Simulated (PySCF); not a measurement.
**How methods differ on the ionisation energy of Ga²⁺**

Ga²⁺ [Ar] 3d10 4s1 (2S) → Ga³⁺ [Ar] 3d10 (1S), as a difference of total energies. Calculation: PySCF 2.14, in 6-31G* (5s4p3d, 32 functions); the non-relativistic Hamiltonian (point nucleus). The calculations carry no spin-orbit coupling.

| method | ionisation energy (eV) | difference from reference (eV) |
| --- | --- | --- |
| UHF | 29.199 | -1.527 |
| PBE0 | 30.585 | -0.141 |
| M06-2X | 30.280 | -0.446 |

Reference: 30.726 eV (measured; NIST Atomic Spectra Database, ionization energies).

These non-relativistic numbers lack the scalar-relativistic shift.
